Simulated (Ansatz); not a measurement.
Input and output for AlH4OPSi.

```yaml
crystal:
  periodic: [false, false, false]
  atoms:
    - {symbol: O, position_ang: [0.002577, 1.497042, -0.690084]}
    - {symbol: P, position_ang: [-1.103997, -0.185294, -0.867385]}
    - {symbol: Al, position_ang: [0.130899, 0.678717, 0.968729]}
    - {symbol: Si, position_ang: [0.618455, -1.274996, -0.254388]}
    - {symbol: H, position_ang: [-0.780213, 2.064914, -0.753000]}
    - {symbol: H, position_ang: [-0.182207, 1.537493, 2.152884]}
    - {symbol: H, position_ang: [1.593461, -1.726391, -1.141500]}
    - {symbol: H, position_ang: [0.024416, -2.415891, 0.396674]}
basis:
  gaussian: {orbitals: STO-3G, final_grid: {core_spheres: 8, valence_spheres: 7, degree: 23}}
hamiltonian: {xc: {name: SVWN5}}
```

```sh
$ ansatz run in.yaml --threads 2 --pin off --events-out ev --progress --plain --max-ram 4352MiB
```

Output, abridged:

```
Functional definition: SVWN5
417 factors; integrals over basis functions are off by at most 5.0e-5 eV
mean field evaluation 1: about -25455.7722 eV, gradient 2.4e1 eV
mean field evaluation 2: about -25450.0157 eV, gradient 4.5e1 eV
mean field evaluation 4: about -25457.8032 eV, gradient 6.2e0 eV
mean field evaluation 8: about -25457.9020 eV, gradient 2.5e-1 eV
mean field evaluation 16: about -25457.9022 eV, gradient 1.1e-5 eV
mean field -25457.90222619 eV, -935.5606508265 hartree, gradient 1.1e-5 eV, S^2 0.000000; 0 other end points of the search recorded, 0 dependent functions left out
reference -25457.90224190 eV, -935.5606514041 hartree; 27, 27 occupied and 9, 9 virtual orbitals, 417 factors
Total energy: -25457.90224190 eV, -935.5606514041 hartree
```

It took 0.3 s on 2 threads of an Arm Neoverse V1 on a shared host, with 0.07 GiB of host memory at the peak.
